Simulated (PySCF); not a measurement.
Compound: C₇H₈N₂.
Structure used (PBE0-D3(BJ)/def2-SVP), in Å, numbered top down from 1:
```xyz
17
C7H8N2 angstrom
C      2.4794   -0.6155   -0.3076
C      1.4077    0.2613    0.3181
C      0.0812    0.1869   -0.4419
C     -0.9783    1.0676    0.1516
C     -0.7537    2.4820    0.0846
N     -0.5364    3.6185    0.0088
C     -2.1030    0.6272    0.7610
C     -2.4090   -0.7568    0.8873
N     -2.6680   -1.8822    0.9997
H      3.4231   -0.5475    0.2528
H      2.1746   -1.6737   -0.3207
H      2.6857   -0.3151   -1.3470
H      1.7506    1.3092    0.3529
H      1.2337   -0.0409    1.3642
H     -0.2884   -0.8497   -0.4605
H      0.2423    0.4939   -1.4898
H     -2.8233    1.3325    1.1838
```

Computed with PySCF at wB97X-D/def2-SVPD, non-relativistic, on one gas-phase PBE0-D3(BJ)/def2-SVP geometry that isn't relaxed in the solvent. The solvent is an IEF-PCM continuum (van der Waals radii × 1.2), and excitations are vertical TDDFT with non-equilibrium linear response and a frozen core. Specific hydrogen bonds and non-electrostatic terms are outside this model.

```json
{"run": "gas", "E − E(gas) (kJ/mol)": "0.00", "HOMO (eV)": "-10.25", "HOMO–LUMO gap (eV)": "9.10", "dipole (D)": "1.44", "lowest singlet (eV)": "5.45", "static polarisability (au)": "95.9"}
{"run": "P", "E − E(gas) (kJ/mol)": "-14.60", "HOMO (eV)": "-10.17", "HOMO–LUMO gap (eV)": "9.10", "dipole (D)": "1.49", "lowest singlet (eV)": "5.29", "static polarisability (au)": "108.1"}
{"run": "Q", "E − E(gas) (kJ/mol)": "-26.24", "HOMO (eV)": "-10.10", "HOMO–LUMO gap (eV)": "9.10", "dipole (D)": "1.50", "lowest singlet (eV)": "5.28", "static polarisability (au)": "119.4"}
```

Problem. The runs were made in chloroform and cyclohexane. Which run belongs to which solvent?

Solution. P = cyclohexane, Q = chloroform. The dielectric constants are 2.017 (cyclohexane), 4.711 (chloroform), and the energy falls further as ε rises. The optical constants n² used for the excitations are 2.04, 2.09 in the same order. In this model the ground state sees the solvent through ε alone.

Problem. How constant is the ratio of the lowering to (ε − 1)/(2ε + 1)?

Solution. 
```csv
solvent,(ε − 1)/(2ε + 1),E − E(gas) (kJ/mol),ratio (kJ/mol),polarisation term (kJ/mol)
cyclohexane,0.202,-14.60,-72.3,-15.83
chloroform,0.356,-26.24,-73.7,-30.33
```

The ratio changes by +2.0 % in size from cyclohexane to chloroform. The polarisation term is half the interaction of the solute with the induced surface charges.

The pairwise dispersion term of wB97X-D wasn't added to the energies; at a given geometry it leaves orbitals and properties as they are.
